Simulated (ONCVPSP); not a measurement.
## Which change was made? (Sr, ONCV)

* Element: strontium
* Generator: ONCVPSP 4.0.1
* Type: optimised norm-conserving Vanderbilt (ONCV)
* Functional: LDA (Perdew-Wang 92)
* Relativity: scalar-relativistic
* Frozen core: [Ar] 3d10
* Valence charge: 10
* Reference configuration: 4s2 4p6 5s2
* Partial waves: 4s+5s: rc 2.45 bohr, ncon 3, nbas 6, qcut 6.5 1/bohr, 2 projectors; 4p: rc 1.90 bohr, ncon 5, nbas 9, qcut 5.8 1/bohr, 3 projectors, debl 1.6 Ha; d scattering state at 0.03 Ha: rc 2.60 bohr, ncon 3, nbas 6, qcut 3.2 1/bohr, 2 projectors, debl 2.5 Ha
* Local potential: polynomial inside 1.70 bohr (lpopt 5, dvloc0 0 Ha)
* Core correction: Teter function, fcfact 4.5, rcfact 1.1

In the d channel the program set the typed energies aside and used 0.050, 2.550 Ha.

Cutoffs, loose and tight: the cutoffs (Ha) at which the residual kinetic energy of the hardest occupied pseudo-wave falls to 1 and 0.1 mHa per electron. They do not see the model core or the augmentation charge, which bear on the density cutoff. Test errors are all-electron minus pseudo excitation energies from the reference, over the configurations 4s2 4p6 5s1; 4s2 4p6 5s0; 4s2 4p6 5s1.5; 4s1 4p6 5s2; variants that change the core or the reference have their own tests.

The base gives: outcome: generated, projector energies reset by the program; cutoff, loose: 12 Ha; cutoff, tight: 22 Ha; bound ghosts: none; GHOST(+) flags above zero: d; largest test error (meV): -191.

Question: After one change the result is: outcome: generated, projector energies reset by the program; cutoff, loose: 22 Ha; cutoff, tight: 27 Ha; bound ghosts: none; GHOST(+) flags above zero: d; largest test error (meV): -211. Which change was it?
A. p: qcut 6.8
B. p: qcut 4.4
C. p: qcut 8.6
D. p: qcut 5.4

Answer: C. The others give: p: qcut 4.4 → outcome: generated, projector energies reset by the program; cutoff, loose: 9.1 Ha; cutoff, tight: 61 Ha; bound ghosts: none; GHOST(+) flags above zero: d; largest test error (meV): -183 | p: qcut 6.8 → outcome: generated, projector energies reset by the program; cutoff, loose: 16 Ha; cutoff, tight: 20 Ha; bound ghosts: none; GHOST(+) flags above zero: d; largest test error (meV): -199 | p: qcut 5.4 → outcome: generated, projector energies reset by the program; cutoff, loose: 11 Ha; cutoff, tight: 38 Ha; bound ghosts: none; GHOST(+) flags above zero: d; largest test error (meV): -187.
